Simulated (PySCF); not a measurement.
A structure optimised at PBE-D3(BJ)/def2-SVP, used in a PySCF frequency run:

```
In
Br 1 2.5634
Br 1 2.5634 2 121.77
```
Charge 0, spin multiplicity 2.

Write its SMILES, formula and point group.

[Br][In][Br], Br2In, C2v

What are its rotational constants (standard atomic weights)?

4.8625, 0.63051, 0.55813 GHz
